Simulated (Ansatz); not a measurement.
CH9BSi3, SMILES `[SiH3][Si]1([SiH3])BC1`. Total charge 0; spin multiplicity 1. Geometry: relaxed with PBE0-D4/def2-TZVP.

```xyz
14

Si   -2.165   -0.202    0.782
Si   -0.087   -0.242   -0.278
Si    1.677   -1.148    0.929
B     0.011    0.486   -2.060
C     0.717    1.422   -1.136
H    -2.631   -1.594    1.033
H    -2.091    0.507    2.089
H    -3.157    0.491   -0.082
H     2.943   -0.858    0.202
H     1.512   -2.619    1.063
H     1.759   -0.560    2.294
H    -0.685    0.622   -3.012
H     0.488    2.485   -1.087
H     1.709    1.210   -0.737
```

(1) What is the dipole moment at r2SCAN/def2-TZVPP? (Estimate.)

(2) And with PBE, B3LYP, ωB97M-V? (An estimate is asked.)

(3) Give the Mulliken charges with r2SCAN, PBE, B3LYP in def2-TZVPP. (Best estimate.)

## Answers

(1) Ansatz gave: 0.72 D, with components (0.47, 0.36, 0.42) D in this frame, pointing from negative to positive charge.

(2) The calculation gave: PBE 0.75 D, B3LYP 0.66 D, ωB97M-V 0.65 D.

(3) Ansatz gave: 
```
atom  r2SCAN    PBE  B3LYP
 Si1    0.14   0.07   0.13
 Si2    0.06   0.04   0.01
 Si3    0.15   0.07   0.13
  B4    0.02   0.03   0.06
  C5   -0.27  -0.25  -0.31
  H6   -0.06  -0.04  -0.05
  H7   -0.06  -0.04  -0.05
  H8   -0.06  -0.04  -0.05
  H9   -0.06  -0.04  -0.06
 H10   -0.06  -0.04  -0.05
 H11   -0.06  -0.04  -0.05
 H12    0.03   0.03   0.05
 H13    0.09   0.10   0.11
 H14    0.14   0.14   0.14
```

B3LYP here is the variant with VWN-RPA as its local correlation; programs differ in this.
